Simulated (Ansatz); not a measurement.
Geometry optimisation, RKS PBE0-D4/def2-SVP (Ansatz).

Input file:

```yaml
crystal:
  periodic: [false, false, false]
  atoms:
    - { symbol: "N", position_ang: [-0.9323, -0.5817, 1.333] }
    - { symbol: C, position_ang: [-0.4736, -0.4282, -0.0441] }
    - { symbol: Si, position_ang: [1.2312, -1.2878, -0.2146] }
    - { symbol: S, position_ang: [-1.5162, -1.521, -1.0364] }
    - { symbol: O, position_ang: [-0.6584, 0.8868, -0.5691] }
    - { symbol: Si, position_ang: [0.1622, 2.2288, 0.0345] }
    - { symbol: H, position_ang: [-0.73806, 0.37614, 1.74146] }
    - { symbol: H, position_ang: [-0.33117, -1.17008, 1.79375] }
    - { symbol: H, position_ang: [1.7117, -1.2981, -1.5819] }
    - { symbol: H, position_ang: [1.2127, -2.6892, 0.3326] }
    - { symbol: H, position_ang: [2.2877, -0.5613, 0.6091] }
    - { symbol: H, position_ang: [-1.2004, -1.0388, -2.2099] }
    - { symbol: H, position_ang: [-0.2264, 2.4855, 1.4409] }
    - { symbol: H, position_ang: [1.5943, 2.0107, -0.1072] }
    - { symbol: H, position_ang: [-0.2204, 3.3882, -0.7568] }
basis:
  gaussian: { orbitals: def2-SVP }
hamiltonian:
  xc: pbe0
  dispersion: d4
relax:
  f_tol: 0.015
  max_steps: 40
```

Run as:

```bash
$ ansatz run input.yaml --threads 2 --pin off --max-ram 3072MiB --backend cpu --events-out ev --progress --plain --runs-dir out
```

Q: Where does it end, and by what steps?

A: The run converged. After 30 steps the energy has fallen by 0.864 eV; H14 moved furthest, 1.80 Å.

```csv
step,energy less start (eV),largest force component (eV/Å),accepted
0,0.0000,4.204,yes
2,-0.4420,0.456,yes
4,-0.4764,0.132,yes
6,-0.4881,0.990,no
8,-0.5171,0.273,yes
10,-0.5193,0.947,no
12,-0.5551,0.130,yes
14,-0.5605,0.589,no
16,-0.5772,0.289,yes
18,-0.5965,0.393,yes
20,-0.6787,0.325,yes
22,-0.7800,0.237,yes
24,-0.8485,0.292,yes
26,-0.8570,0.187,yes
28,-0.8634,0.098,yes
30,-0.8641,0.013,yes
```

```xyz
15
Properties=species:S:1:pos:R:3
N -0.630 -0.090 1.248
C -0.039 -0.340 -0.046
Si 1.301 -1.708 -0.083
S -1.443 -0.871 -1.145
O 0.549 0.826 -0.530
Si -0.035 2.324 0.019
H -0.005 -0.301 2.022
H -1.525 -0.546 1.399
H 1.821 -1.885 -1.469
H 0.714 -2.985 0.419
H 2.416 -1.299 0.832
H -0.745 -0.700 -2.286
H 0.430 2.650 1.398
H 0.610 3.277 -0.928
H -1.515 2.450 -0.085
```

Whether the end is a true minimum wasn't checked by a vibrational analysis.

The run took 2.3 min on 2 threads of Intel(R) Xeon(R) Platinum 8488C (Sapphire Rapids), on a shared host, peak memory 0.44 GiB.
